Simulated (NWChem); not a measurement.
System: ScBr2F; SMILES [F][Sc]([Br])[Br]

```xyz
4

Sc     0.0000     0.0000     0.6437
F      0.0000     0.0000     2.4360
Br    -2.1440     0.0000    -0.5063
Br     2.1440     0.0000    -0.5063
```
Atoms are numbered in this order, from 1.

Program: NWChem. Pople sets run with spherical d functions. The geometry was optimised at PBE0/def2-SVP. Not confirmed as a minimum by frequencies. Ions are spin-unrestricted doublets at the neutral geometry; other ion states weren't tried.

Question: Estimate the computed values for B3LYP/6-31G*. Quantities: −ε(HOMO) (eV).

Answer: 
```yaml
"−ε(HOMO) (eV)": 8.30
```
